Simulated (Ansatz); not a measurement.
`[OH][Mo]([OH])([OH])([OH])=[S]` + HCl → `[OH][Mo]([OH])([OH])(=[S])[Cl]` + H₂O  (ligand exchange at a Mo–O bond)

Isolated molecules relaxed with PBE0-D4/def2-TZVP in Ansatz; ΔE leaves out vibrations. CBS: MP2 limit from def2 TZ/QZ plus the TZ coupled-cluster correction, frozen cores. This one scheme is used for every species. DFT in def2-TZVPP. B3LYP here is the variant with VWN-RPA as its local correlation; programs differ in this. def2 core potentials past Kr. For Mo outer-core shells are correlated without core-valence functions, which leaves a few kJ/mol of doubt a bond. Each species was taken in one conformer, which may not be the lowest.

```json
{"level": "LDA (SPW92)", "ΔE (kJ/mol)": "-71.8", "difference from CCSD(T)/CBS": "-1.7"}
{"level": "PBE-D4", "ΔE (kJ/mol)": "-74.1", "difference from CCSD(T)/CBS": "-4.0"}
{"level": "revPBE-D4", "ΔE (kJ/mol)": "-74.4", "difference from CCSD(T)/CBS": "-4.3"}
{"level": "BLYP-D4", "ΔE (kJ/mol)": "-70.1", "difference from CCSD(T)/CBS": "0.0"}
{"level": "B3LYP-D4", "ΔE (kJ/mol)": "-76.3", "difference from CCSD(T)/CBS": "-6.2"}
{"level": "BHLYP-D4", "ΔE (kJ/mol)": "-83.5", "difference from CCSD(T)/CBS": "-13.4"}
{"level": "ωB97X-V", "ΔE (kJ/mol)": "-75.4", "difference from CCSD(T)/CBS": "-5.3"}
{"level": "revPBE", "ΔE (kJ/mol)": "-71.7", "difference from CCSD(T)/CBS": "-1.6"}
{"level": "r2SCANh", "ΔE (kJ/mol)": "-77.6", "difference from CCSD(T)/CBS": "-7.5"}
{"level": "r2SCAN0", "ΔE (kJ/mol)": "-81.4", "difference from CCSD(T)/CBS": "-11.3"}
{"level": "HF/def2-SVP", "ΔE (kJ/mol)": "-87.0", "difference from CCSD(T)/CBS": "-16.9"}
{"level": "HF/def2-TZVPP", "ΔE (kJ/mol)": "-86.4", "difference from CCSD(T)/CBS": "-16.3"}
{"level": "MP2/def2-TZVPP", "ΔE (kJ/mol)": "-55.3", "difference from CCSD(T)/CBS": "14.8"}
{"level": "CCSD(T)/def2-TZVPP", "ΔE (kJ/mol)": "-61.1", "difference from CCSD(T)/CBS": "9.0"}
{"level": "SCS-MP2/def2-QZVPP", "ΔE (kJ/mol)": "-57.6", "difference from CCSD(T)/CBS": "12.5"}
{"level": "CCSD/CBS(def2)", "ΔE (kJ/mol)": "-74.2", "difference from CCSD(T)/CBS": "-4.1"}
{"level": "CCSD(T)/CBS", "ΔE (kJ/mol)": "-70.1", "difference from CCSD(T)/CBS": "0"}
```

Largest T1 diagnostic among the species: 0.025, so the coupled-cluster value is less sure than usual.

In def2-TZVPP, CCSD(T) changes the Hartree–Fock value by +25.3 kJ/mol (the triples alone add +4.1 kJ/mol) and MP2 by +31.2 kJ/mol. From PBE to PBE0 (25 % exact exchange), in def2-TZVPP and without D4, ΔE moves by −7.8 kJ/mol.

CCSD(T)/CBS has its own doubt, a few kJ/mol and more with outer-core shells, so smaller differences from it don't rank the levels.
